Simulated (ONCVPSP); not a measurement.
# Varying the ONCV potential for cerium

Base potential:

cerium, optimised norm-conserving Vanderbilt (ONCV), made with ONCVPSP 4.0.1 (PBE, scalar-relativistic). Core [Xe], reference 4f1 5d1 6s2. Waves: 6s: rc 3.50 bohr, ncon 4, nbas 7, qcut 1.6 1/bohr, 3 projectors, debl 3.3 Ha; p scattering state at 0.22 Ha: rc 3.75 bohr, ncon 4, nbas 7, qcut 2.3 1/bohr, 3 projectors, debl 1.9 Ha; 5d: rc 4.00 bohr, ncon 3, nbas 8, qcut 3.2 1/bohr, 3 projectors, debl 3.7 Ha; 4f: rc 1.00 bohr, ncon 5, nbas 10, qcut 17.8 1/bohr, 2 projectors, debl 2.9 Ha. Local part: polynomial inside 0.95 bohr (lpopt 2, dvloc0 4 Ha). Core correction: Teter function, fcfact 1.5, rcfact 1.75.

In the p channel the program set the typed energies aside and used 0.050, 1.950, 3.850 Ha.

Cutoffs, loose and tight: the cutoffs (Ha) at which the residual kinetic energy of the hardest occupied pseudo-wave falls to 1 and 0.1 mHa per electron. They do not see the model core or the augmentation charge, which bear on the density cutoff. Test errors are all-electron minus pseudo excitation energies from the reference, over the configurations 4f1 5d1 6s1; 4f1 5d1 6s0; 4f1 5d0 6s0; 4f2 5d0 6s2. A dash means not determined; rows that change the core or the reference have their own tests. The largest error is taken over the tests solved by every variant that gives reliable tests at all: 4f1 5d0 6s0; 4f1 5d1 6s0; 4f1 5d1 6s1.

A true bound ghost makes a file unfit for plane-wave use even where its test errors are small: the radial tests pick states by their node count and pass the ghost by.

```tsv
change	outcome	cutoff, loose	cutoff, tight	bound ghosts	GHOST(+) flags above zero	largest test error (meV)
base	generated, projector energies reset by the program	129 Ha	143 Ha	s	s, p, d	-335
s: qcut 1.5	generated, projector energies reset by the program	129 Ha	143 Ha	s	s, p, d	-332
functional PBEsol	generated, projector energies reset by the program	129 Ha	143 Ha	s	s, p, d	-463
```

(1) What comes out with this change to the base: core correction Teter function, fcfact 1.5, rcfact 2.02?

## Answers

(1) outcome: generated, projector energies reset by the program; cutoff, loose: 129 Ha; cutoff, tight: 143 Ha; bound ghosts: s; GHOST(+) flags above zero: s, p, d; largest test error (meV): -539.
